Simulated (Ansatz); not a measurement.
Two isomers of CH7BOSSi: A = `BO[SiH2]SC`, B = `CSB[SiH2]O`.

Gas-phase electronic energies from Ansatz, PBE0-D4/def2-TZVP geometries. CCSD(T)/CBS is the MP2 limit (def2-TZVPP, def2-QZVPP) plus CCSD(T) − MP2 in def2-TZVPP, frozen cores. DFT in def2-TZVPP. B3LYP here is the variant with VWN-RPA as its local correlation; programs differ in this. Each species was taken in one conformer, which may not be the lowest.

Problem. Which is lower in electronic energy at CCSD(T)/CBS, and by how much? (Best estimate.)

Solution. Computed: A, by 26.5 kcal/mol.

Problem. Give E(B) − E(A) in kcal/mol with CCSD/def2-TZVPP, B3LYP-D4, B2PLYP, HF/def2-TZVPP, MP2/def2-TZVPP, ωB97M-V, CCSD(T)/def2-TZVPP. (Estimate.)

Solution. The calculation gave: CCSD/def2-TZVPP 27.1, B3LYP-D4 27.0, B2PLYP 27.1, HF/def2-TZVPP 32.5, MP2/def2-TZVPP 27.6, ωB97M-V 27.6, CCSD(T)/def2-TZVPP 26.2. None reverses the order clearly.

Largest T1 diagnostic: 0.014.

From PBE to PBE0 (25 % exact exchange), in def2-TZVPP and without D4, E(B) − E(A) moves by +1.9 kcal/mol. In def2-TZVPP, CCSD(T) changes the Hartree–Fock value by −6.3 kcal/mol (the triples alone add −0.9 kcal/mol) and MP2 by −4.9 kcal/mol.
